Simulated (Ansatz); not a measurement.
Process, species as SMILES: O[Si](O)(Cl)Cl [dichloro(dihydroxy)silane] -> [O][Si](O)(Cl)Cl + H atom (the H-O bond at the site shown breaks; other sites are not compared here)
Each molecule is optimised on its own at B3LYP-D3(BJ)/def2-TZVP (Ansatz, a quantum-chemistry and plane-wave program), one conformer each, not searched for the lowest. Frequencies are from Ansatz.
Geometry of the first species:
```xyz
7

Si     0.3365     0.0750    -0.0932
Cl    -0.4038    -0.2838     1.7900
Cl    -1.1959    -0.1068    -1.4220
O      1.0056     1.5567    -0.1249
O      1.4524    -1.0180    -0.5192
H      0.5241     2.2945     0.2587
H      2.2954    -1.0141    -0.0566
```

Wanted: bond dissociation energy (enthalpy at 298 K, with B3LYP-D3(BJ) rigid-rotor harmonic-oscillator terms), in kJ/mol. Valence correlation only, unless marked. Open shells are spin-unrestricted. No spin-orbit coupling. No relativistic terms. CBS marks a two-point X^-3 extrapolation of the correlation energy; Hartree-Fock from the larger set. [CCSD(T)-MP2]/basis is that difference in the basis named.

RI-MP2/CBS(cc-pV(T+d)Z,cc-pV(Q+d)Z)+[CCSD(T)-MP2]/cc-pV(T+d)Z (Ansatz) gives 522.0 kJ/mol.

Q: Another calculation gave 482.7 kJ/mol. Which level was it?
(A) B2GP-PLYP/def2-TZVPD (Ansatz)
(B) SVWN5/def2-TZVPD (Ansatz)
(C) PBE/def2-TZVPD (Ansatz)
(D) revPBE/def2-TZVPD (Ansatz)

A: C, PBE/def2-TZVPD (Ansatz). The others give 503.2 (B2GP-PLYP), 549.4 (SVWN5), 469.9 (revPBE) kJ/mol.
